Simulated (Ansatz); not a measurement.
`N[Si](O)(O)[TeH]` + `N[SiH2]OCO` → `N[SiH2]O[Si](N)(O)O` + `OC[TeH]`  (redistribution)

Calculated with Ansatz (gas phase, PBE0-D4/def2-TZVP geometries, no zero-point term in ΔE). CBS: MP2 limit from def2 TZ/QZ plus the TZ coupled-cluster correction, frozen cores. Functionals use def2-TZVPP. B3LYP here is the variant with VWN-RPA as its local correlation; programs differ in this. Elements past krypton have def2 core potentials. For Te outer-core shells are correlated without core-valence functions, which leaves a few kJ/mol of doubt a bond. One conformer a species, not always the lowest.

```csv
level,ΔE (kJ/mol),difference from CCSD(T)/CBS
PBE-D4,-81.4,13.2
PBE0-D4,-82.5,12.1
B3LYP-D4,-93.4,1.2
ωB97X-V,-84.2,10.4
ωB97M-V,-89.4,5.2
PBE,-78.7,15.9
r2SCAN,-90.4,4.2
PBE0,-80.1,14.5
B3LYP,-89.3,5.3
MP2/def2-TZVPP,-93.8,0.8
SCS-MP2/def2-TZVPP,-94.3,0.3
CCSD(T)/def2-TZVPP,-95.3,-0.7
HF/def2-QZVPP,-89.1,5.5
SCS-MP2/def2-QZVPP,-94.5,0.1
HF/CBS(def2),-89.4,5.2
MP2/CBS(def2),-93.1,1.5
CCSD(T)/CBS,-94.6,0
```

Largest T1 diagnostic among the species: 0.011.

In def2-TZVPP, CCSD(T) changes the Hartree–Fock value by −8.2 kJ/mol (the triples alone add −0.8 kJ/mol) and MP2 by −6.7 kJ/mol. The D4 term adds −4.2 kJ/mol with B3LYP and −2.4 kJ/mol with PBE0; it sums over pairs of atoms, weighted by their polarisabilities, and B3LYP, whose exchange is more repulsive, gets the larger term.
